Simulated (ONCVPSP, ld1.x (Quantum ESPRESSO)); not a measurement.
**Potentials for Cl (Z = 17) compared**

Generated with ld1.x 7.5 (TM, RRKJ, ultrasoft, PAW), atompaw 4.2 or ONCVPSP 4.0.1. The cutoff is in Ry: for ld1.x and atompaw files where the sum of valence levels is converged to 10 mRy in a Bessel basis, for ONCV files where the hardest occupied wave has 1 mHa per electron of residual kinetic energy. The error is the largest all-electron minus pseudo excitation energy over each file’s own four to seven test configurations (ionisations up to +4, promotions, holes and added fractions of an electron), all of which were solved. The labels leave out finer settings (local radius, basis sizes, second energies), which also bear on the numbers. Spin-polarised tests are not counted. The rows are a selection from randomly drawn settings: files with unsolved tests, undetermined cutoffs or missed reference levels are left out.

A true bound ghost makes a file unfit for plane-wave use even where its test errors are small: the radial tests pick states by their node count and pass the ghost by.

```csv
potential,cutoff (Ry),largest error (meV),bound ghosts
"TM, LDA (PZ), scalar-relativistic, rc 0.82/1.25 (sp), local s, core correction yes, reference 3s2 3p3.5",300,+79,none
"ONCV, PBE, scalar-relativistic, rc 1.15/1.55/1.20 (spd), local smoothed, core correction yes, reference 3s2 3p5, qcut 6.4/5.1/8.9, projectors 2/2/2",157,-75,s
"ONCV, PBE, scalar-relativistic, rc 1.15/1.10/0.90 (spd), local smoothed, core correction no, reference 3s2 3p5, qcut 5.7/6.4/9.5, projectors 1/2/1",341,+7.8,"s, p"
"ONCV, PBEsol, fully relativistic, rc 1.15/1.20 (sp), local smoothed, core correction no, reference 3s2 3p4, qcut 6.2/6.6, projectors 2/1",33,+59,none
"ONCV, PBE, scalar-relativistic, rc 1.05/1.40/1.25 (spd), local smoothed, core correction yes, reference 3s1.75 3p5.25, qcut 6.2/6.3/7, projectors 2/2/2",156,+5.4,s
```

**Question.** Fill in the row for Cl: ONCV, PBEsol, fully relativistic, rc 1.30/1.40 (sp), local smoothed, core correction yes, reference 3s2 3p5, qcut 5.4/6.2, projectors 2/2.

**Answer.** cutoff 32 Ry, largest error +63 meV, bound ghosts: none.
